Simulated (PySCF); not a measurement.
Species: C6H5N3S.
Structure used (GFN2-xTB), in Å, numbered top down from 1:
```
atom  x, y, z in Å
C1     4.2704    0.5612    0.5301
C2     3.1023    0.2901    0.4728
C3     1.7252   -0.0323    0.4083
N4     1.3392   -1.2357    0.8818
C5     0.0644   -1.5004    0.8068
C6    -0.8252   -0.5534    0.2551
S7    -2.5273   -0.8755    0.1418
C8    -3.0929    0.6684   -0.6229
N9    -0.3647    0.6125   -0.1876
N10    0.9040    0.8698   -0.1108
H11    5.2915    0.7988    0.5799
H12   -0.2777   -2.4576    1.1766
H13   -4.1671    0.5776   -0.7431
H14   -2.6025    0.7864   -1.5835
H15   -2.8437    1.4980    0.0304
```

NICS = −σ at a ghost point: NICS(0) at the centroid of the ring atoms, NICS(1) 1 Å to either side along the normal of their mean plane, zz for the tensor component along that normal. Level: GIAO PBE0/pcSseg-1 (PySCF, non-relativistic, gas phase) on the GFN2-xTB geometry, one conformer.

Ring bond lengths (Å), with Mayer bond orders in brackets: C3–N4 1.350 (1.33), N4–C5 1.304 (1.59), C5–C6 1.412 (1.19), C6–N9 1.329 (1.40), N9–N10 1.297 (1.35), N10–C3 1.326 (1.48).

What do the NICS probes read (ppm)?

```
              ring                                                 type  NICS(0)  NICS(1), two faces  NICS(1)zz, two faces  rms pucker (Å)  centre to ring atoms, mean (Å)
C3–N4–C5–C6–N9–N10  6-membered ring with 3 N; formal bonds all aromatic     -2.3         -9.4 / -9.4         -21.1 / -21.1            0.00                            1.34
```

What do they say, and how far can they be read as aromaticity?

- C3–N4–C5–C6–N9–N10: mean NICS(1)zz -21.1 ppm, shielded. The ring is flat and has no four-coordinate atom; by the NICS criterion it is aromatic. NICS(0) lies 7 ppm above the mean NICS(1).

And the bond-length index? HOMA = 1 − mean of α(R − Ropt)² over the ring bonds, with Krygowski's 1993 parameters (CC: Ropt 1.388 Å, α 257.7 Å⁻²; CN: Ropt 1.334 Å, α 93.52 Å⁻²; NN: Ropt 1.309 Å, α 130.33 Å⁻²).

- C3–N4–C5–C6–N9–N10: HOMA 0.95; the largest term is that of C5–C6, α(R − Ropt)² = 0.14. The geometric and the magnetic index point the same way.
